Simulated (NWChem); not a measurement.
Molecule: disulfane (H2S2); SMILES SS

```xyz
4

S      0.0352    -1.0357     0.0553
S     -0.0352     1.0357     0.0553
H     -0.9144    -1.2637    -0.8848
H      0.9144     1.2637    -0.8848
```
Atoms are numbered in this order, from 1.

The geometry was optimised at PBE0/def2-SVP.

Symmetry labels are those of C2 in the frame above (b1 and b2, or b-type labels, depend on it).

Q: List the 4 lowest vertical singlet excitations from PBE/def2-TZVP, TDA (NWChem).

A: 
```tsv
state	energy (eV)	oscillator strength	symmetry	leading excitation (squared amplitude)
S1	4.54	0.002	a	HOMO → LUMO (0.99)
S2	4.59	0.010	b	HOMO−1 → LUMO (0.98)
S3	5.86	0.000	a	HOMO−1 → LUMO+1 (0.99)
S4	5.88	0.016	b	HOMO → LUMO+1 (0.98)
```
